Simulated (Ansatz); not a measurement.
```yaml
crystal:
  periodic: [false, false, false]
  atoms:
    - {symbol: C, position_ang: [1.778880, 2.162188, 0.086329]}
    - {symbol: C, position_ang: [1.316410, 1.049399, 0.129489]}
    - {symbol: Sn, position_ang: [0.556434, -0.881384, 0.212962]}
    - {symbol: C, position_ang: [-1.474925, -0.774603, -0.205006]}
    - {symbol: D, position_ang: [-2.656266, -0.734517, -0.443475]}
    - {symbol: H, position_ang: [2.181513, 3.148637, 0.046640]}
    - {symbol: H, position_ang: [1.318422, -1.829472, -0.971632]}
    - {symbol: H, position_ang: [0.768543, -1.494061, 1.782168]}
    - {symbol: H, position_ang: [-3.700511, -0.692585, -0.654575]}
basis:
  gaussian: {orbitals: def2-SVPD}
hamiltonian: {xc: {name: B97M-V}}
accuracy: high
```

```sh
$ ansatz run in.yaml --threads 4 --pin off --events-out ev --progress --plain --max-ram 10444MiB
```

Output, abridged:

```
Error: YAML parse error: error: line 8 column 16: `D` is not an element symbol (H … Og, case-exact)
 6 |     - {symbol: Sn, position_ang: [0.556434, -0.881384, 0.212962]}
 7 |     - {symbol: C, position_ang: [-1.474925, -0.774603, -0.205006]}
 8 |     - {symbol: D, position_ang: [-2.656266, -0.734517, -0.443475]}
 9 |     - {symbol: H, position_ang: [2.181513, 3.148637, 0.046640]}
10 |     - {symbol: H, position_ang: [1.318422, -1.829472, -0.971632]}
```

What is wrong with this run?

An element symbol is wrong. The input was rejected before any iteration.
